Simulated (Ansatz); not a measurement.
Consider the formal exchange of groups at the Si–C bond: `C[SiH]1CS1` + GeH₄ → `[GeH3][SiH]1CS1` + CH₄.

Calculated with Ansatz (gas phase, PBE0-D4/def2-TZVP geometries, no zero-point term in ΔE). CCSD(T)/CBS adds triple-zeta CCSD(T) − MP2 to the extrapolated MP2 energy (def2 sets, frozen cores). This one scheme is used for every species. DFT in def2-TZVPP. B3LYP here is the variant with VWN-RPA as its local correlation; programs differ in this. For Ge outer-core shells are correlated without core-valence functions, which leaves a few kJ/mol of doubt a bond. Scalar relativity is left out up to krypton.

`C[SiH]1CS1`:

Cartesian coordinates in Å:
```
C -1.523 -0.043 0.428
Si -0.012 0.098 -0.639
C 1.671 0.102 0.101
S 1.324 -1.502 -0.787
H -2.331 -0.540 -0.113
H -1.298 -0.624 1.324
H -1.876 0.948 0.727
H -0.223 0.914 -1.858
H 2.474 0.674 -0.356
H 1.794 -0.027 1.173
```

GeH₄:

Cartesian coordinates in Å:
```
Ge 0.000 0.000 0.000
H 0.008 1.389 0.651
H -0.861 0.035 -1.269
H -0.581 -1.023 0.985
H 1.435 -0.401 -0.367
```

`[GeH3][SiH]1CS1`:

Z-matrix (Å, degrees):
```
Ge
Si 1 2.367
H 1 1.536 2 110.4
H 1 1.535 2 108.4 3 119.8
H 1 1.539 2 110.8 3 -120.3
C 2 1.848 1 119.2 3 -141.6
S 2 2.096 1 117.5 3 -77.5
H 2 1.484 1 116.6 3 69.0
H 6 1.086 2 119.3 1 -149.2
H 6 1.086 2 119.9 1 -0.7
```

CH₄:

Z-matrix (Å, degrees):
```
C
H 1 1.090
H 1 1.090 2 109.5
H 1 1.090 2 109.5 3 -120.0
H 1 1.090 2 109.5 3 120.0
```

| level | ΔE (kJ/mol) |
| --- | --- |
| PBE0-D4 | -26.2 |
| B3LYP-D4 | -23.8 |
| HF/def2-QZVPP | -9.7 |
| MP2/def2-QZVPP | -21.1 |

(1) What does CCSD(T)/CBS give? (An estimate is asked.)

Largest T1 diagnostic among the species: 0.013.

Answers

(1) Ansatz gave: -23.1 kJ/mol. The listed levels differ from it by -3.1, -0.7, 13.4, 2.0 kJ/mol.

From PBE to PBE0 (25 % exact exchange), in def2-TZVPP and without D4, ΔE moves by +3.4 kJ/mol. In def2-TZVPP, CCSD(T) changes the Hartree–Fock value by −10.2 kJ/mol (the triples alone add −1.8 kJ/mol) and MP2 by −9.5 kJ/mol.
